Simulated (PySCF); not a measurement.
Screening by computed properties: pick the candidate that meets the target.

All species are isolated and taken at one optimised geometry, non-relativistic unless stated; the electronic structure was computed with PySCF and density fitting.

Dipoles, sizes and rotational constants follow the conformer. The torsions of the flexible species, by atom-mapped SMILES:
- `[CH3:1][CH2:2][C:3]1=[C:4]([F:5])[C:6](=[O:7])[CH:8]=[CH:9][C:10]1=[O:11]`: C1–C2–C3–C4 -100°
- `[CH3:1][O:2][c:3]1[cH:4][cH:5][cH:6][c:7]([C:8](=[O:9])[F:10])[cH:11]1`: C1–O2–C3–C4 180°, C6–C7–C8–O9 180°
- `[CH3:1]/[CH:2]=[C:3](/[SiH3:4])[C:5]([CH3:6])=[S:7]`: C2–C3–C5–C6 136°
- `[O:1]=[C:2]([OH:3])[c:4]1[cH:5][cH:6][cH:7][c:8]([CH2:9][F:10])[cH:11]1`: O1–C2–C4–C5 180°, C7–C8–C9–F10 -3°, H–O3–C2–O1 0°

The conformers of `C[C@@H]1C[C@@H]2CC[C@H]1N2`, `C#C[PH+]1CCC(=O)CC1` and `CO[C@@]1(C)CO[Si@@H](Cl)O1` aren't listed.

Problem. Wanted: HOMO–LUMO gap below 5.4 eV (PBE0/pcSseg-1) and HOMO energy below -8 eV (PBE0/pcSseg-1), at GFN2-xTB geometries. Which candidate meets both?
A. `CCC1=C(F)C(=O)C=CC1=O`
B. `C/C=C(/[SiH3])C(C)=S`
C. `C[C@@H]1C[C@@H]2CC[C@H]1N2`
D. `O=C(O)c1cccc(CF)c1`
E. `COc1cccc(C(=O)F)c1`
F. `C1C[PH+](C#C)CCC1=O`
G. `CO[C@@]1(C)CO[Si@@H](Cl)O1`

Solution. A. Computed values:
```csv
species,HOMO–LUMO gap,HOMO energy
C/C=C(/[SiH3])C(C)=S,3.95 eV,-6.17 eV
CCC1=C(F)C(=O)C=CC1=O,4.39 eV,-8.20 eV
COc1cccc(C(=O)F)c1,5.14 eV,-7.10 eV
C1C[PH+](C#C)CCC1=O,5.70 eV,-11.27 eV
O=C(O)c1cccc(CF)c1,6.05 eV,-7.60 eV
C[C@@H]1C[C@@H]2CC[C@H]1N2,7.86 eV,-6.64 eV
CO[C@@]1(C)CO[Si@@H](Cl)O1,8.80 eV,-7.87 eV
```

Problem. Wanted: dipole moment above 3.6 D (PBE0/pcSseg-1) and smallest rotational constant below 0.6 GHz (GFN2-xTB), at GFN2-xTB geometries. Which candidate meets both?
A. `S=C(C)/C(=C\C)[SiH3]`
B. `CCC1=C(F)C(=O)C=CC1=O`
C. `Cn1nnc2ccc([SiH3])cc21`
D. `COC1=CC(C(=O)F)=CC=C1`

Solution. C. Computed values:
| species | dipole moment | smallest rotational constant |
| --- | --- | --- |
| CCC1=C(F)C(=O)C=CC1=O | 1.38 D | 0.669 GHz |
| S=C(C)/C(=C\C)[SiH3] | 2.47 D | 0.976 GHz |
| COC1=CC(C(=O)F)=CC=C1 | 3.40 D | 0.548 GHz |
| Cn1nnc2ccc([SiH3])cc21 | 3.74 D | 0.495 GHz |
